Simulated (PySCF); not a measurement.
**YbB: frontier orbitals**

PBE0 at R = 2.659 Å; PySCF, spin-free X2C with a Gaussian nucleus, basis sets Yb x2c-SVPall, B x2c-SVPall. State: quartet, about 14.0 electrons in the 4f shell (Mulliken), a second solution, started from another occupation. Only the outer orbitals are listed, counted within each symmetry.

| spin | orbital | occ. | ε (eV) | on Yb (%) | main shells (%) |
| --- | --- | --- | --- | --- | --- |
| α | 8π | 1 | -3.89 | 22 | 78 B p, 15 Yb d |
| α | 8π | 1 | -3.89 | 22 | 78 B p, 15 Yb d |
| α | 16σ | 0 | -1.69 | 35 | 65 B p, 13 Yb s, 13 Yb p |
| α | 17σ | 0 | -0.63 | 94 | 79 Yb d, 16 Yb p |
| α | 9π | 0 | -0.46 | 99 | 54 Yb p, 45 Yb d |
| β | 15σ | 0 | -2.50 | 86 | 79 Yb s, 8 B s |
| β | 16σ | 0 | -0.48 | 34 | 60 B p, 22 Yb d, 10 Yb s |
| β | 8π | 0 | -0.35 | 55 | 46 Yb d, 45 B p, 8 Yb p |

Q: Which are the highest filled and the lowest empty level, where do they sit, and how wide is the gap?

A: Highest filled α 8π at -3.89 eV (in %: 78 B p, 15 Yb d); lowest empty β 15σ at -2.50 eV (in %: 79 Yb s, 8 B s); the gap at PBE0 is 1.39 eV.

The bond order (Mayer) is 1.32. The ⟨S²⟩ is 3.774 and the charge on Yb (Mulliken, basis-dependent) is 0.44. The charge on Yb (Löwdin, basis-dependent) is 0.29 and the dipole moment (positive dipole means Yb(−)B(+)) is -6.24 D.

Spin–orbit coupling is left out.
